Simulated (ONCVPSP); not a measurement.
# u(r) = r·R(r): atom against pseudo-atom (iridium (Ir))

Columns: radius, all-electron u(r) and pseudo u(r) of the 5d shell (level -7.83 eV) of iridium in the configuration [Kr] 4d10 4f14 5s2 5p6 5d7 6s1.75 6p0.25; LDA (Perdew-Wang 92), scalar-relativistic, ONCV scheme, ONCVPSP 4.0.1.

| r (bohr) | all-electron | pseudo |
| --- | --- | --- |
| 0.105 | 0.2599 | 0.0022 |
| 0.210 | -0.0426 | 0.0174 |
| 0.315 | -0.3568 | 0.0563 |
| 0.420 | -0.3525 | 0.1244 |
| 0.525 | -0.1513 | 0.2196 |
| 0.630 | 0.1064 | 0.3343 |
| 0.735 | 0.3450 | 0.4585 |
| 0.840 | 0.5353 | 0.5801 |
| 0.945 | 0.6721 | 0.6858 |
| 1.050 | 0.7610 | 0.7647 |
| 1.155 | 0.8109 | 0.8123 |
| 1.260 | 0.8310 | 0.8316 |
| 1.365 | 0.8292 | 0.8294 |
| 1.470 | 0.8121 | 0.8120 |
| 1.575 | 0.7845 | 0.7844 |
| 1.680 | 0.7502 | 0.7501 |
| 1.785 | 0.7120 | 0.7120 |
| 1.890 | 0.6719 | 0.6718 |
| 1.995 | 0.6311 | 0.6311 |
| 2.100 | 0.5908 | 0.5908 |
| 2.205 | 0.5516 | 0.5515 |
| 2.310 | 0.5138 | 0.5137 |
| 2.415 | 0.4778 | 0.4777 |
| 2.520 | 0.4437 | 0.4436 |
| 2.625 | 0.4116 | 0.4115 |
| 2.730 | 0.3814 | 0.3814 |

How many radial nodes do the two functions have?

The all-electron 5d function has n − l − 1 = 2; the pseudo-wave has 0, since the states of the same l below it are removed with the core.

At about which radius was the pseudo-wave matched?

1.60 bohr. The columns agree to 0.0005 from 1.36 bohr on; several derivatives are matched, so the curves merge somewhat inside the radius.

Where does each function peak?

Outermost all-electron maximum near 1.26 bohr, pseudo maximum near 1.26 bohr (to the table’s step).

Is the pseudo-wave norm-conserving?

Yes: the ONCV scheme keeps the norm inside the radius equal to the all-electron one, which fixes the energy derivative of the logarithmic derivative at the level.
